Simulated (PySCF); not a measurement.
CHOS (SMILES [OH+]=C=S), charge +1, singlet, at a GFN2-xTB geometry; B3LYP5/cc-pVDZ run with PySCF.

Input for PySCF:
```python
from pyscf import gto, scf, dft

mol = gto.Mole()
mol.atom = '''
    O    -1.559448   -0.239176    0.380886
    C    -0.384527   -0.020327    0.121879
    S     1.057372    0.108965   -0.296749
    H    -2.135197    0.291930    0.969628
'''
mol.basis = 'cc-pvdz'
mol.charge = 1
mol.spin = 0
mol.verbose = 4
mol.build()

mf = dft.RKS(mol)
mf.xc = 'b3lyp5'
mf.grids.atom_grid = (99, 590)
mf.grids.prune = None
mf.kernel()
```

The log (banner, timings and long lists left out):

```
PySCF version 2.14.0

[INPUT] verbose = 4
[INPUT] num. atoms = 4
[INPUT] num. electrons = 30
[INPUT] charge = 1
[INPUT] spin (= nelec alpha-beta = 2S) = 0
[INPUT] symmetry False subgroup None
[INPUT] Mole.unit = angstrom
[INPUT] Symbol           X                Y                Z      unit          X                Y                Z       unit  Magmom
[INPUT]  1 O     -1.559448000000  -0.239176000000   0.380886000000 AA   -2.946929625501  -0.451977135569   0.719770224681 Bohr   0.0
[INPUT]  2 C     -0.384527000000  -0.020327000000   0.121879000000 AA   -0.726650717501  -0.038412462934   0.230317930336 Bohr   0.0
[INPUT]  3 S      1.057372000000   0.108965000000  -0.296749000000 AA    1.998143491784   0.205914007163  -0.560774337739 Bohr   0.0
[INPUT]  4 H     -2.135197000000   0.291930000000   0.969628000000 AA   -4.034937551993   0.551667747544   1.832331362710 Bohr   0.0

nuclear repulsion = 87.7275252168574
number of shells = 18
number of NR pGTOs = 100
number of NR cGTOs = 51
basis = cc-pvdz
ecp = {}

******** <class 'pyscf.dft.rks.RKS'> ********
method = RKS
initial guess = minao
damping factor = 0
level_shift factor = 0
DIIS = <class 'pyscf.scf.diis.CDIIS'>
diis_start_cycle = 1
diis_space = 8
diis_damp = 0
SCF conv_tol = 1e-09
SCF conv_tol_grad = None
SCF max_cycles = 50
direct_scf = True
direct_scf_tol = 1e-13
XC library pyscf.dft.libxc version 7.1.2
    S. Lehtola, C. Steigemann, M. J. T. Oliveira, and M. A. L. Marques,  SoftwareX 7, 1–5 (2018)
XC functionals = b3lyp5
    P. A. M. Dirac,  Math. Proc. Cambridge Philos. Soc. 26, 376 (1930)
    F. Bloch,  Z. Phys. 57, 545 (1929)
    A. D. Becke,  Phys. Rev. A 38, 3098 (1988)
    C. Lee, W. Yang, and R. G. Parr,  Phys. Rev. B 37, 785 (1988)
    B. Miehlich, A. Savin, H. Stoll, and H. Preuss,  Chem. Phys. Lett. 157, 200 (1989)
    S. H. Vosko, L. Wilk, and M. Nusair,  Can. J. Phys. 58, 1200 (1980)
radial grids:
    Treutler-Ahlrichs [JCP 102, 346 (1995); DOI:10.1063/1.469408] (M4) radial grids

becke partition: Becke, JCP 88, 2547 (1988); DOI:10.1063/1.454033
pruning grids: None
grids dens level: 3
symmetrized grids: False
atomic radii adjust function: <function treutler_atomic_radii_adjust>
User specified grid scheme (99, 590)
small_rho_cutoff = 0
Set gradient conv threshold to 3.16228e-05
Initial guess from minao.
tot grids = 233640
init E= -512.595148307157
  HOMO = -0.331269648887123  LUMO = -0.0919630058444416  gap/eV = 6.51187
cycle= 1 E= -511.621921483492  delta_E= 0.973  |g|= 0.536  |ddm|= 2.14
  HOMO = -0.576256960359082  LUMO = -0.367241550631019  gap/eV = 5.68760
cycle= 2 E= -511.447379735976  delta_E= 0.175  |g|= 1.03  |ddm|= 0.977
  HOMO = -0.576469722856195  LUMO = -0.327925931074424  gap/eV = 6.76322
cycle= 3 E= -511.67951344067  delta_E= -0.232  |g|= 0.176  |ddm|= 0.709
  HOMO = -0.572423293577585  LUMO = -0.329150780489258  gap/eV = 6.61978
cycle= 4 E= -511.684908013634  delta_E= -0.00539  |g|= 0.101  |ddm|= 0.21
  HOMO = -0.571116580364194  LUMO = -0.325451113551428  gap/eV = 6.68490
cycle= 5 E= -511.687702796842  delta_E= -0.00279  |g|= 0.00499  |ddm|= 0.0778
  HOMO = -0.571398686200983  LUMO = -0.325390328245899  gap/eV = 6.69423
cycle= 6 E= -511.687707649585  delta_E= -4.85e-06  |g|= 0.00091  |ddm|= 0.00371
  HOMO = -0.571339321224722  LUMO = -0.325327520610982  gap/eV = 6.69432
cycle= 7 E= -511.687707902138  delta_E= -2.53e-07  |g|= 0.000201  |ddm|= 0.00101
  HOMO = -0.571347910224131  LUMO = -0.325335211649859  gap/eV = 6.69435
cycle= 8 E= -511.687707916295  delta_E= -1.42e-08  |g|= 4.69e-05  |ddm|= 0.000213
  HOMO = -0.571349558820863  LUMO = -0.325337494756683  gap/eV = 6.69433
cycle= 9 E= -511.687707917194  delta_E= -8.99e-10  |g|= 6.95e-06  |ddm|= 6.61e-05
  HOMO = -0.571347880740476  LUMO = -0.325336528346948  gap/eV = 6.69431
Extra cycle  E= -511.687707917168  delta_E= 2.58e-11  |g|= 1.31e-05  |ddm|= 1.88e-05
converged SCF energy = -511.687707917168
```
